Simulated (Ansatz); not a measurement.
`CS[Si](F)(F)F` and `C=CO[Si](F)(F)F` differ in one atom or group.

Ansatz, PBE0-D4/def2-TZVP geometries, multiplicity 1. Each molecule was computed in one conformer, which needn't be the lowest.

```
                                        property  `CS[Si](F)(F)F`
              HOMO energy (PBE0/def2-TZVPP) / eV            -7.84
  size of the dipole moment (PBE/def2-TZVPP) / D             2.42
              LUMO energy (PBE0/def2-TZVPP) / eV            -0.21
         HOMO–LUMO gap (ωB97M-V/def2-TZVPP) / eV            11.74
size of the dipole moment (B3LYP/def2-TZVPP) / D             2.49
           LUMO energy (ωB97M-V/def2-TZVPP) / eV             1.70
```

Task: Give the same properties after the change, and the shifts. (Best estimate.)

Result: Ansatz gave: 
```json
{"property": "HOMO energy (PBE0/def2-TZVPP) / eV", "`C=CO[Si](F)(F)F`": "-7.72", "shift": "0.12"}
{"property": "size of the dipole moment (PBE/def2-TZVPP) / D", "`C=CO[Si](F)(F)F`": "1.62", "shift": "-0.80"}
{"property": "LUMO energy (PBE0/def2-TZVPP) / eV", "`C=CO[Si](F)(F)F`": "-0.03", "shift": "0.18"}
{"property": "HOMO–LUMO gap (ωB97M-V/def2-TZVPP) / eV", "`C=CO[Si](F)(F)F`": "12.09", "shift": "0.35"}
{"property": "size of the dipole moment (B3LYP/def2-TZVPP) / D", "`C=CO[Si](F)(F)F`": "1.77", "shift": "-0.72"}
{"property": "LUMO energy (ωB97M-V/def2-TZVPP) / eV", "`C=CO[Si](F)(F)F`": "2.10", "shift": "0.40"}
```

With PBE0 the HOMO rises by 0.12 eV and the LUMO rises by 0.18 eV, so the gap widens by about 0.06 eV. PBE moves the HOMO by 0.05 eV and ωB97M-V by 0.04 eV. Dipoles are sizes alone; their direction can turn.

B3LYP here is the variant with VWN-RPA as its local correlation; programs differ in this.
